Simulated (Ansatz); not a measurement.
Geometry optimisation, Ansatz, RKS B3LYP/STO-3G.

Input file:

```yaml
crystal:
  periodic: [false, false, false]
  atoms:
    - { symbol: C, position_ang: [-0.8828, -0.8568, 1.0452] }
    - { symbol: Si, position_ang: [0.206, -0.1435, -0.2636] }
    - { symbol: "N", position_ang: [1.7793, -0.6158, 0.052] }
    - { symbol: S, position_ang: [-0.1656, -1.1397, -2.1048] }
    - { symbol: C, position_ang: [0.0299, 1.6763, -0.5223] }
    - { symbol: Cl, position_ang: [0.345, 2.5462, 1.0296] }
    - { symbol: H, position_ang: [-0.6726, -0.3957, 2.0236] }
    - { symbol: H, position_ang: [-0.8172, -1.8844, 1.1011] }
    - { symbol: H, position_ang: [-1.9696, -0.5481, 0.8499] }
    - { symbol: H, position_ang: [1.8916, -1.6292, 0.0347] }
    - { symbol: H, position_ang: [2.0677, -0.3531, 1.0332] }
    - { symbol: H, position_ang: [-1.4972, -0.7486, -2.185] }
    - { symbol: H, position_ang: [-1.0331, 1.9788, -0.8359] }
    - { symbol: H, position_ang: [0.7056, 2.0844, -1.2287] }
basis:
  gaussian: { orbitals: STO-3G }
hamiltonian:
  xc: b3lyp
relax:
  f_tol: 0.015
  max_steps: 40
```

Run as:

```bash
$ ansatz run input.yaml --threads 1 --pin off --max-ram 2048MiB --backend cpu --events-out ev --progress --plain --runs-dir out
```

Where does it end, and by what steps?

It converged. Limits of this set-up: minimal basis. After 10 steps the energy has fallen by 0.728 eV; H11 moved furthest, 0.48 Å.

| step | energy less start (eV) | largest force component (eV/Å) | accepted |
| --- | --- | --- | --- |
| 0 | 0.0000 | 4.589 | yes |
| 1 | -0.6414 | 0.992 | yes |
| 2 | -0.6915 | 0.247 | yes |
| 3 | -0.7024 | 0.160 | yes |
| 4 | -0.7112 | 0.075 | yes |
| 5 | -0.7195 | 0.146 | yes |
| 6 | -0.7256 | 0.045 | yes |
| 7 | -0.7268 | 0.072 | yes |
| 8 | -0.7274 | 0.055 | yes |
| 9 | -0.7276 | 0.043 | yes |
| 10 | -0.7276 | 0.012 | yes |

```xyz
14
Properties=species:S:1:pos:R:3
C -1.054 -0.821 0.951
Si 0.178 -0.232 -0.353
N 1.879 -0.574 -0.021
S -0.266 -1.097 -2.255
C 0.083 1.666 -0.424
Cl 0.637 2.412 1.190
H -0.858 -0.334 1.915
H -0.992 -1.907 1.103
H -2.086 -0.583 0.662
H 2.033 -1.564 0.287
H 2.227 0.018 0.773
H -1.603 -1.153 -2.010
H -0.938 2.046 -0.596
H 0.745 2.093 -1.195
```

Time of the run: 29 s on 1 CPU thread of a shared host.
